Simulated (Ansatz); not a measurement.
Geometry optimisation, Ansatz 0.2.0, RKS PBE/def2-SVP.

Input file:

```yaml
crystal:
  periodic: [false, false, false]
  atoms:
    - { symbol: Si, position_ang: [0.398535, 0.276464, -0.222287] }
    - { symbol: F, position_ang: [-1.054745, 0.190556, 2.17568] }
    - { symbol: O, position_ang: [1.479499, 0.059047, -1.480059] }
    - { symbol: H, position_ang: [1.567487, -0.876996, -1.730341] }
    - { symbol: O, position_ang: [-0.862524, 1.282335, -0.616457] }
    - { symbol: H, position_ang: [-1.593834, 0.836768, -1.076205] }
    - { symbol: O, position_ang: [-0.058239, -1.276169, 0.188827] }
    - { symbol: H, position_ang: [-0.573393, -1.258328, 1.020536] }
    - { symbol: O, position_ang: [1.228076, 1.132112, 0.962325] }
    - { symbol: H, position_ang: [2.190412, 1.059885, 0.835944] }
    - { symbol: H, position_ang: [-0.325273, 0.701829, 2.456037] }
basis:
  gaussian: { orbitals: def2-SVP }
hamiltonian:
  xc: pbe
relax:
  f_tol: 0.03
  max_steps: 50
```

Command:

```bash
$ ansatz run input.yaml --threads 4 --pin off --max-ram 5120MiB --backend cpu --events-out ev --progress --plain --runs-dir out
```

**Question.** Where does it end, and by what steps?

**Answer.** It converged. After 28 steps the energy has fallen by 0.387 eV; H10 moved furthest, 1.36 Å.

```
step  energy less start (eV)  largest force component (eV/Å)  accepted
   0                  0.0000                           0.597       yes
   1                 -0.0531                           2.023       yes
   2                 -0.2001                           1.112       yes
   3                 -0.2445                           0.394       yes
   4                 -0.2731                           0.157       yes
   5                 -0.2877                           0.215       yes
   6                 -0.2991                           0.337       yes
   7                 -0.3028                           0.072       yes
   8                 -0.3046                           0.061       yes
   9                 -0.3052                           0.206       yes
  10                 -0.3074                           0.099       yes
  11                 -0.3092                           0.060       yes
  12                 -0.3103                           0.410       yes
  13                 -0.3118                           0.145       yes
  14                 -0.3144                           0.268       yes
  15                 -0.3180                           0.268       yes
  16                 -0.3198                           0.168       yes
  17                 -0.2058                           2.034        no
  18                 -0.3281                           0.202       yes
  19                 -0.3354                           0.237       yes
  20                 -0.3328                           0.980        no
  21                 -0.3442                           0.181       yes
  22                 -0.3555                           0.222       yes
  23                 -0.3708                           0.233       yes
  24                 -0.3764                           0.482       yes
  25                 -0.3836                           0.106       yes
  26                 -0.3861                           0.078       yes
  27                 -0.3869                           0.161       yes
  28                 -0.3873                           0.010       yes
```

```xyz
11
Properties=species:S:1:pos:R:3
Si 0.244 0.192 -0.326
F -0.316 -0.265 2.804
O 1.253 -0.218 -1.579
H 1.614 -1.119 -1.504
O -0.742 1.412 -0.870
H -1.050 1.310 -1.787
O -0.438 -1.178 0.286
H -0.605 -1.096 1.259
O 1.025 0.915 1.008
H 1.113 1.883 0.929
H 0.297 0.292 2.294
```

Whether the end is a true minimum wasn't checked by a vibrational analysis.

Run time: 34 s on 4 threads of Arm Neoverse V1, on a shared host, peak memory 0.16 GiB.
